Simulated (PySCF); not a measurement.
TiCl4, SMILES [Cl][Ti]([Cl])([Cl])[Cl], multiplicity 1.

Coordinates come from a B3LYP-D3(BJ)/def2-SVP optimisation. The multiplicity is an assumed one; other spin states were not compared. The isomer is the one that the SMILES or the coordinates give; other isomers of the formula were not compared.

All values below come from B3LYP-D3(BJ)/def2-SVP in PySCF 2.14.0.

Frequencies are harmonic and unscaled.

Modes within 1.5 cm⁻¹ of each other (mostly degenerate sets) share a row, with their intensities summed.

| mode | ν (cm⁻¹) | IR (km/mol) | moving atoms (share of kinetic energy) |
|---|---|---|---|
| 1–2 | 117 | 0.0 | Cl 100 % |
| 3–5 | 137 | 1.9 | Cl 80 %, Ti 20 % |
| 6 | 383 | 0.0 | Cl 100 % |
| 7–9 | 502 | 371.1 | Ti 55 %, Cl 45 % |
